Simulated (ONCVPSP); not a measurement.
# Building the ONCV potential for chromium (Cr) (PBE, scalar-relativistic).

* Element: chromium
* Generator: ONCVPSP 4.0.1
* Type: optimised norm-conserving Vanderbilt (ONCV)
* Functional: PBE
* Relativity: scalar-relativistic
* Frozen core: [Ne] 3s2
* Valence charge: 12
* Reference configuration: 3p6 3d5 4s1
* Partial waves: 4s: rc 2.10 bohr, ncon 3, nbas 6, qcut 2.5 1/bohr, 1 projector; 3p: rc 1.05 bohr, ncon 4, nbas 7, qcut 7.6 1/bohr, 2 projectors, debl 2.1 Ha; 3d: rc 1.10 bohr, ncon 4, nbas 8, qcut 8.9 1/bohr, 2 projectors, debl 1.6 Ha; f scattering state at 0.05 Ha: rc 2.20 bohr, ncon 4, nbas 7, qcut 5.3 1/bohr, 3 projectors, debl 0.8 Ha
* Local potential: polynomial inside 0.75 bohr (lpopt 2, dvloc0 4 Ha)
* Core correction: none

* Cutoffs needed: 173 Ha and 205 Ha (the cutoffs (Ha) at which the residual kinetic energy of the hardest occupied pseudo-wave falls to 1 and 0.1 mHa per electron)
* Ghost test: ghosts flagged at negative energy: s at -95.0 eV; no localised positive-energy state flagged; a true bound ghost makes a file unfit for plane-wave use
* Configuration tests: 2 of 4 tests not solved or not reliable
